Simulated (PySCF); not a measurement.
## Core-level binding energies of `Cn1cpc([SiH3])c1[SiH3]`

Species: C₄H₁₀NPSi₂.
Bonds: C1–N2, N2–C3 (aromatic), C3–P4 (aromatic), P4–C5 (aromatic), C5–Si6, C5–C7 (aromatic), C7–Si8, N2–C7 (aromatic). Hydrogens: H9, H10, H11 on C1; H12 on C3; H13, H14, H15 on Si6; H16, H17, H18 on Si8.

Level of theory: delta-SCF UKS SCAN, pcX-2 on the ionised atom, pcseg-1 elsewhere, spin-free X2C (PySCF 2.14.0). Each binding energy is the total energy of the core-ionised species, with the hole localised on one atom, minus that of the ground state; both are solved self-consistently, so orbital relaxation is included.

Q: List the computed XPS lines with their assignment.

A: 
```csv
atom(s),environment,level,binding energy (eV),2p1/2 (eV),above the level's lowest (eV),count
Si6,SiH3 silicon,Si 2p3/2,106.31,106.93,0.00,1
Si8,SiH3 silicon,Si 2p3/2,106.78,107.40,+0.47,1
P4,phosphorus bonded to 2 C,P 2p3/2,135.29,136.18,0.00,1
C5,substituted aromatic carbon,C 1s,289.31,–,0.00,1
C7,substituted aromatic carbon,C 1s,290.47,–,+1.16,1
C3,aromatic CH next to a ring nitrogen,C 1s,290.51,–,+1.20,1
C1,N-methyl carbon,C 1s,292.36,–,+3.05,1
N2,pyrrole-type nitrogen,N 1s,406.33,–,0.00,1
Si6,SiH3 silicon,Si 1s,1846.09,–,0.00,1
Si8,SiH3 silicon,Si 1s,1846.57,–,+0.48,1
P4,phosphorus bonded to 2 C,P 1s,2148.80,–,0.00,1
```

Lowest listed C 1s: C5, bonded to C (aromatic in the SMILES), P (aromatic in the SMILES) and Si. Highest, 3.05 eV above it: C1, bonded to N and 3 H. The widest gap between neighbouring values is 1.85 eV, between 290.51 and 292.36 eV. Summing the Pauling electronegativity differences to the bonded atoms, each weighted by its formal bond order, gives -1.19 for the lowest site and -0.56 for the highest; the largest sum, +0.09, belongs to C7, 1.89 eV below the top. The values 290.47 and 290.51 eV lie too close for their order to be trusted.

The listed Si 1s values span 0.48 eV, from Si6 (bonded to C and 3 H) to Si8 (bonded to C and 3 H).

The listed Si 2p3/2 values span 0.47 eV, from Si6 (bonded to C and 3 H) to Si8 (bonded to C and 3 H). Summing the Pauling electronegativity differences to the bonded atoms, each weighted by its formal bond order, gives +1.55 for the lowest site and +1.55 for the highest; the sum is the same at every site.

Q: Express the binding energy of C 1s of C1 in atomic units and per mole.

A: 292.36 eV = 10.7440 Eh = 28208 kJ/mol.

Q: Which photon energy gives electrons from C 1s of C1 a kinetic energy of 50 eV, and what is their de Broglie wavelength?

A: hν = 292.36 + 50 = 342.36 eV, recoil neglected; λ = 12.264 Å/√(E/eV) = 1.73 Å.

Spin–orbit coupling isn't in the SCF: each 2p doublet comes from a relaxed spin-free hole plus a matrix of the shell (mean-field spin–orbit coupling and the ground-state 2p splitting), with 2p3/2 averaged over its two sublevels. 2p1/2 minus 2p3/2 (ligand field included): P 0.89 eV, Si 0.62 eV. Geometry: PBE0-D3(BJ)/def2-SVP; no solvent, vibrations or thermal averaging.

The run took 3.3 min on an Intel Xeon Platinum 8259CL at 2.50 GHz with one thread (shared host), and the process peaked at 0.88 GiB of memory.
